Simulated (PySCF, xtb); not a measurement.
C2H4NO, SMILES CC([NH])=O (connectivity only; charge and spin as stated), charge -1, multiplicity 1.

GFN2-xTB (xtb) at its own geometry gives an orbital gap of 5.15 eV.

Geometry optimised at PBE0-D3(BJ)/def2-SVPD. The spin state was assumed, not searched. The isomer is the one that the SMILES or the coordinates give; other isomers of the formula were not compared. The values are those of a single conformer.

### Question
What does CAM-B3LYP/def2-TZVPD (PySCF) give? (An estimate is asked for; the answer gives what the named calculation found.)

### Answer
gap 6.85 eV (levels -2.11 and 4.75 eV).
